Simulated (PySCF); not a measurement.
C₄H₇O, SMILES [CH](C)C(C)=O, multiplicity 2. Geometry optimised at ωB97X-D3(BJ)/def2-SVP. The isomer is the one that the SMILES or the coordinates give; other isomers of the formula were not compared. One conformer was computed; it need not be the lowest.

**Question.** Give the equilibrium geometry at ωB97X-D3(BJ)/def2-SVP (PySCF confirms it by a frequency run) as a Z-matrix. (An estimate is asked for; the answer gives what the named calculation found.)

**Answer.** Several could match; the one computed here: 
```
C
H 1 1.0964
C 1 1.4516 2 118.73
O 3 1.2291 1 121.00 2 179.99
C 1 1.4850 2 119.59 3 179.97
H 5 1.0986 1 110.04 2 179.88
H 5 1.1049 6 109.24 1 122.10
H 5 1.1049 6 109.22 7 115.82
C 3 1.5190 4 121.34 1 179.96
H 9 1.0978 3 109.23 4 0.46
H 9 1.1019 10 109.49 3 -121.29
H 9 1.1020 10 109.45 11 -117.52
```
Charge 0, spin multiplicity 2.
